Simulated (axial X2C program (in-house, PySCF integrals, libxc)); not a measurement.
## Spin–orbit effects along a row: molecules with K (ions), PBE0

All values come from calculations with an in-house relativistic program for diatomic molecules, spin-free (one-electron X2C) or two-component (2c: spin–orbit coupling with atomic mean-field Coulomb and Gaunt terms, which also bring small scalar terms), in Dyall basis sets with cores contracted in-house; open shells are unrestricted.

Basis sets: Cl dyall-av3z, K dyall-cv3z, Na dyall-cv3z, P dyall-v3z, S dyall-av3z, Si dyall-v3z.

```json
{"molecule": "NaK⁺", "spin-free state": "M_S = 1/2, Λ = 0", "Re (Å)": "4.104", "ωe (cm⁻¹)": "85.8", "De (eV)": "0.59", "2c state": "Ω = 1/2", "Re 2c (Å)": "4.104", "ωe 2c (cm⁻¹)": "85.8", "De 2c (eV)": "0.59"}
{"molecule": "KSi⁺", "spin-free state": "M_S = 1, Λ = 1", "Re (Å)": "3.597", "ωe (cm⁻¹)": "101.7", "De (eV)": "0.28", "2c state": "Ω = 2", "Re 2c (Å)": "3.597", "ωe 2c (cm⁻¹)": "101.7", "De 2c (eV)": "0.27"}
{"molecule": "KP⁺", "spin-free state": "M_S = 3/2, Λ = 0", "Re (Å)": "3.492", "ωe (cm⁻¹)": "84.5", "De (eV)": "0.15", "2c state": "Ω = 3/2", "Re 2c (Å)": "3.493", "ωe 2c (cm⁻¹)": "84.5", "De 2c (eV)": "0.15"}
{"molecule": "KS⁺", "spin-free state": "M_S = 1, Λ = 0", "Re (Å)": "3.312", "ωe (cm⁻¹)": "116.9", "De (eV)": "0.34", "2c state": "Ω = 1", "Re 2c (Å)": "3.312", "ωe 2c (cm⁻¹)": "116.9", "De 2c (eV)": "0.34"}
{"molecule": "KCl⁺", "spin-free state": "M_S = 1/2, Λ = 1", "Re (Å)": "3.250", "ωe (cm⁻¹)": "99.2", "De (eV)": "0.12", "2c state": "Ω = 3/2", "Re 2c (Å)": "3.250", "ωe 2c (cm⁻¹)": "99.3", "De 2c (eV)": "0.15"}
```

Work out the shifts from the spin-free to the two-component result.



```
molecule  2c state  ΔRe (Å)  Δωe (cm⁻¹)  ΔDe (eV)
    NaK⁺   Ω = 1/2    0.000         0.0      0.00
    KSi⁺     Ω = 2    0.000         0.0     -0.01
     KP⁺   Ω = 3/2    0.001         0.0      0.00
     KS⁺     Ω = 1    0.000         0.0      0.00
    KCl⁺   Ω = 3/2    0.000         0.1      0.03
```

Shifts of one unit in the last digit are rounding.

Fragments in 2c: K+ + Na, K+ + Si, K+ + P, K+ + S, K+ + Cl. Each entry is the lowest single determinant of a limited PBE0 search at one distance. De goes to single-determinant-based atoms at the same level (for ions the charge split of lowest energy) and is withheld (n/a) where an atom does not fit its ground term or J level. Main or longest-lived isotopes. One determinant is a doubtful description, or other states lie close, for KSi⁺, KP⁺, KS⁺, KCl⁺; these need not be ground states, and all values refer to the states named. Some open-shell Ω = 0 determinants are out of reach, so the Ω given for KSi⁺, KS⁺ need not be the lowest component. With several unpaired electrons the Ω given is that of one determinant, not necessarily of the lowest component. Some light 2c atoms are not at their ground J level, so De misses part of their lowering (0.04 eV or less). The functionals have no current term, which raises determinants with orbital currents. Where the atoms have a lower orbital projection than the molecule, De at mean-field level may be about a tenth of an eV too small.
